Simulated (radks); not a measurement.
Question: Tm, 69 electrons, occupied as [Xe] 4f13 6s1 5d1 (not the ground configuration). All-electron calculation, Dirac Kohn-Sham, PBE, spin-unpolarised, spherical densities, point nucleus; open shells are shared between the two j in proportion to 2j + 1. Program: a radial shooting solver on a logarithmic mesh with Libxc functionals. Some entries of the table are withheld. Estimate them.

| orbital | occ. | eigenvalue (hartree) | <r^2> (bohr^2) | <r> (bohr) |
|---|---|---|---|---|
| 1s1/2 | 2 | -2176.262 | 0.0005483 | 0.02001 |
| 2s1/2 | 2 | -366.9370 | 0.008455 | 0.08429 |
| 2p1/2 | 2 | -349.7117 | 0.006089 | (1) |
| 2p3/2 | 4 | -313.6877 | 0.007305 | (2) |
| 3s1/2 | 2 | -82.45619 | 0.05570 | 0.2205 |
| 3p1/2 | 2 | -74.88459 | (3) | 0.2103 |
| 3p3/2 | 4 | -67.27763 | (4) | 0.2241 |
| 3d3/2 | 4 | -54.37624 | (5) | 0.1973 |
| 3d5/2 | 6 | -52.71400 | (6) | 0.2016 |
| 4s1/2 | 2 | -16.23398 | 0.2799 | 0.4977 |
| 4p1/2 | 2 | -13.19016 | 0.2919 | (7) |
| 4p3/2 | 4 | -11.47321 | 0.3296 | (8) |
| 4d3/2 | 4 | -6.46983 | 0.3710 | 0.5650 |
| 4d5/2 | 6 | -6.15747 | 0.3860 | 0.5764 |
| 5s1/2 | 2 | -1.94258 | 1.713 | 1.232 |
| 5p1/2 | 2 | -1.12461 | (9) | 1.397 |
| 5p3/2 | 4 | -0.91603 | (10) | 1.515 |
| 6s1/2 | 1 | -0.14237 | 18.66 | 4.033 |
| 4f5/2 | 5.57143 | -0.12573 | 0.9014 | 0.8004 |
| 4f7/2 | 7.42857 | -0.08181 | 0.9875 | 0.8271 |
| 5d3/2 | 0.4 | -0.03160 | 21.25 | 3.952 |
| 5d5/2 | 0.6 | -0.02577 | 25.56 | 4.323 |

Answer: 
(1) 2p1/2 <r> (bohr): 0.07008
(2) 2p3/2 <r> (bohr): 0.07747
(3) 3p1/2 <r^2> (bohr^2): 0.05148
(4) 3p3/2 <r^2> (bohr^2): 0.05827
(5) 3d3/2 <r^2> (bohr^2): 0.04577
(6) 3d5/2 <r^2> (bohr^2): 0.04765
(7) 4p1/2 <r> (bohr): 0.5061
(8) 4p3/2 <r> (bohr): 0.5380
(9) 5p1/2 <r^2> (bohr^2): 2.228
(10) 5p3/2 <r^2> (bohr^2): 2.627
